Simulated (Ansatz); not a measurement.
Basis-set series for BiSb, SMILES `[Sb]#[Bi]`. Charge 0, multiplicity 1. Sb, Bi: def2 effective core potential. All single points use the PBE0-D4/def2-TZVP geometry.

```xyz
2

Sb    0.838   -0.338   -0.890
Bi   -0.838    0.338    0.890
```

```json
{"functional": "PBE0-D4", "basis": "def2-SVP", "functions": "52", "energy (Eh)": "-454.91995", "HOMO (eV)": "-6.34", "LUMO (eV)": "-2.71"}
{"functional": "PBE0-D4", "basis": "def2-QZVPP", "functions": "164", "energy (Eh)": "-454.93582", "HOMO (eV)": "-6.39", "LUMO (eV)": "-2.79"}
{"functional": "ωB97M-V", "basis": "def2-SVP", "functions": "52", "energy (Eh)": "-454.79303", "HOMO (eV)": "-8.08", "LUMO (eV)": "-1.01"}
{"functional": "ωB97M-V", "basis": "def2-QZVPP", "functions": "164", "energy (Eh)": "-454.81001", "HOMO (eV)": "-8.15", "LUMO (eV)": "-1.17"}
```

(1) Give the rows for def2-TZVPP. (Best estimate.)

Results:

(1) Computed: 
```csv
functional,basis,functions,energy (Eh),HOMO (eV),LUMO (eV)
PBE0-D4,def2-TZVPP,100,-454.93302,-6.37,-2.77
ωB97M-V,def2-TZVPP,100,-454.80703,-8.12,-1.14
```
